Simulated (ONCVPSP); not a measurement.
What one change does to a pseudopotential (boron (B), ONCV)

* Element: boron (B)
* Generator: ONCVPSP 4.0.1
* Type: optimised norm-conserving Vanderbilt (ONCV)
* Functional: PBE
* Relativity: scalar-relativistic
* Frozen core: [He]
* Valence charge: 3
* Reference configuration: 2s2 2p1
* Partial waves: 2s: rc 1.05 bohr, ncon 4, nbas 9, qcut 7.6 1/bohr, local; 2p: rc 2.75 bohr, ncon 3, nbas 7, qcut 5.6 1/bohr, 2 projectors, debl 1.5 Ha; d scattering state at 0.1 Ha: rc 2.10 bohr, ncon 4, nbas 8, qcut 3.9 1/bohr, 2 projectors, debl 3.3 Ha
* Local potential: the s channel
* Core correction: Teter function fitted to the true core (icmod 2), fcfact 0.5

All-electron outer shells of the reference configuration (PBE, scalar-relativistic, ld1.x):

```
shell  level (eV)  outermost node (bohr)  outermost maximum (bohr)
   1s     -180.59                      –                      0.21
   2s       -9.44                   0.46                      1.52
   2p       -3.61                      –                      1.57
```

Change: all radii but the core radius scaled by about 1.28 (s 1.34, p 3.52, d 2.68 bohr).

Cutoffs: the cutoffs (Ha) at which the residual kinetic energy of the hardest occupied pseudo-wave falls to 1 and 0.1 mHa per electron; they do not see the model core or the augmentation charge, which bear on the density cutoff. Errors are all-electron minus pseudo energies relative to the spin-unpolarised reference configuration.

What does the change do?

The potential gets neither clearly harder nor softer (12 Ha and 44 Ha → 14 Ha and 19 Ha); the s channel sets the loose cutoff, while the largest relative change is in p, which becomes softer; of the 4 tests that both files solve, the error grows in 4 and shrinks in 0 by more than 15 % and 0.3 meV (median size 35.9 → 70.3 meV); neither file shows a bound ghost. More of the atom is replaced by a form fitted at one configuration, so other configurations suffer.

```csv
quantity,base,changed
"cutoff, loose",12 Ha,14 Ha
"cutoff, tight",44 Ha,19 Ha
loose cutoff by channel,"s 12 Ha, p 8.2 Ha","s 14 Ha, p 6.3 Ha"
bound ghosts,none,none
GHOST(+) flags under 300 eV,none,none
"error for 2s2 2p0, meV [ΔE 8.22 eV]",+54,+104
"error for 2s1 2p0, meV [ΔE 33.64 eV]",+201,+343
"error for 2s2 2p0.5, meV [ΔE 2.89 eV]",+7.7,+16
"error for 2s1 2p1, meV [ΔE 14.36 eV]",-18,-37
"rms error of d²Exc/dni dnj with the model core, mHa",2.24,2.14
```
